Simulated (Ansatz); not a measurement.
Program: Ansatz. Geometries: PBE0-D4/def2-TZVP. ΔE: electronic, gas phase. CBS: MP2 limit from def2 TZ/QZ plus the TZ coupled-cluster correction, frozen cores. DFT in def2-TZVPP. B3LYP here is the variant with VWN-RPA as its local correlation; programs differ in this. For Ge outer-core shells are correlated without core-valence functions, which leaves a few kJ/mol of doubt a bond. Scalar relativity is left out up to krypton. One conformer a species, not always the lowest.

Reaction (redistribution): `CO[SiH](N)Cl` + `F[CH2][GeH2][Cl]` → `CO[Si](N)(F)Cl` + `[CH3][GeH2][Cl]`

CCSD(T)/CBS gives -2.92 eV.

**Question.** Another level gave -2.79 eV. Which?
A. MP2/def2-TZVPP
B. r2SCAN-D4/def2-TZVPP
C. B3LYP-D4/def2-TZVPP
D. PBE/def2-TZVPP

**Answer.** C. B3LYP-D4 -2.79, MP2/def2-TZVPP -2.99, PBE -2.66, r2SCAN-D4 -2.87 eV.

Largest T1 diagnostic among the species: 0.010.

From PBE to PBE0 (25 % exact exchange), in def2-TZVPP and without D4, ΔE moves by −0.12 eV.
